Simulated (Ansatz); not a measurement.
(LiSH)3 ring (Li3H3S3), relaxed as a singlet with RKS r2SCAN-D4/def2-SVP in Ansatz, starting from the GFN2-xTB geometry. Force threshold 0.02 eV/Å.

Start:

| atom | x (Å) | y (Å) | z (Å) |
| --- | --- | --- | --- |
| Li1 | -0.534 | -1.958 | 0.940 |
| S2 | 1.520 | -1.694 | 0.043 |
| Li3 | 2.030 | 0.295 | -0.895 |
| S4 | 0.539 | 1.989 | -0.966 |
| Li5 | -1.497 | 1.665 | -0.047 |
| S6 | -2.065 | -0.299 | 0.911 |
| H7 | 2.403 | -2.670 | 0.078 |
| H8 | 0.876 | 3.161 | -1.460 |
| H9 | -3.274 | -0.489 | 1.396 |

Q: Estimate the energy that the relaxation releases and the steps that it takes.

A: 45.5 kJ/mol, in 14 steps; 12 s on 4 threads of AMD EPYC 9R45 on a shared host. The force fell under the threshold at step 13, but the optimiser went on. No frequencies were taken in this run, so the end may be a saddle point.

Q: Does the start keep its bonding?

A: By distances, no bond broke or formed. The bond that changes most is S2–Li3, from 2.26 to 2.32 Å (atoms count from 1).

Q: Predict the relaxed structure.

A: 
```tsv
atom	x (Å)	y (Å)	z (Å)
Li1	-0.423	-1.680	0.942
S2	1.449	-2.090	-0.371
Li3	1.410	-0.001	-1.388
S4	0.357	2.068	-1.487
Li5	-1.264	1.512	0.081
S6	-2.042	-0.125	1.531
H7	2.388	-1.817	0.564
H8	1.191	2.731	-0.652
H9	-3.064	-0.598	0.780
```
Bond lengths (bridged metal pairs left out): 6 × Li–S 2.32 Å; 3 × H–S 1.35 Å.
